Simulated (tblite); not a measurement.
**Question.** What does the GFN2-xTB structure of `C=Cn1nncc1C1CC1` look like in three dimensions?

**Answer.** 
Z-matrix in Å and degrees, rows numbered from 1:
```
C 
C   1  1.3234
N   2  1.3896  1  122.73
N   3  1.3422  2  121.34  1    -3.52
N   4  1.2717  3  109.03  2   179.83
C   5  1.3460  4  109.47  3    -0.04
C   3  1.3681  2  129.18  1   176.30
C   7  1.4621  3  125.80  2    -0.45
C   8  1.5091  7  118.91  3  -140.75
C   9  1.4913  8   60.31  7  -108.59
H   1  1.0754  2  120.68  3    -0.04
H   1  1.0742  2  120.99  3   179.84
H   2  1.0803  1  122.70  3   179.94
H   6  1.0699  5  121.37  4  -179.96
H   8  1.0830  7  115.18  3     4.55
H   9  1.0792  8  117.78 10  -108.94
H   9  1.0790  8  117.56 10   108.61
H  10  1.0786  8  117.67  9  -108.63
H  10  1.0792  8  117.71  9   108.93
```

N3 (pyrrole-type nitrogen) is planar (angles 129.2°, 121.3° and 109.5°, sum 360.0°, 0.00 Å off the plane of its three neighbours). The 3 C–N bonds span 1.346 Å (N5–C6, aromatic) to 1.390 Å (C2–N3, drawn single), a spread of 0.044 Å. N4 (pyridine-type nitrogen) is bent (angle 109.0°). Of the pairs four or more bonds apart, H13···H15 is among the closest relative to their van der Waals radii: 2.10 Å, 88 % of the sum of Bondi's values.

Structure optimised with GFN2-xTB, isolated species.

Point group: near Cs, missed by 0.30 Å at most; the miss may be what the optimiser left on a soft mode. Its GFN2-xTB frequencies are all real (lowest 32 cm⁻¹). One conformer, not necessarily the lowest (C1–C2–N3–N4 -4°, C6–C7–C8–C9 38°).

The run took 0.36 s of wall time on Arm Neoverse V1, one thread, on a shared host. These figures are those of the optimisation.

The numbers are calculated, not measured.
